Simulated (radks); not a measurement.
Task: The magnesium ion Mg2+, [Ne]. All-electron calculation, non-relativistic Kohn-Sham, PBE, spin-polarised, spherical densities, point nucleus. Program: a radial shooting solver on a logarithmic mesh with Libxc functionals. Every spin shell is full or empty, so the densities are truly spherical. Functionals are evaluated on that one density, not self-consistently. Rank these exchange functionals by their error against the exact value of the orbitals, and give that value: LDA, PBE, PW91, PW86, AM05, SOGGA, EV93, TPSS, revTPSS, r2SCAN, MVS.

Result: Exact: -15.6336 hartree. From best to worst, with 100 (|E| - |E exact|)/|E exact| (equal figures are ties): MVS -0.05, PW91 -0.14, r2SCAN +0.18, revTPSS -0.21, TPSS +0.38, PBE -0.55, PW86 +0.63, EV93 +1.75, SOGGA -3.78, AM05 -7.40, LDA -8.67.
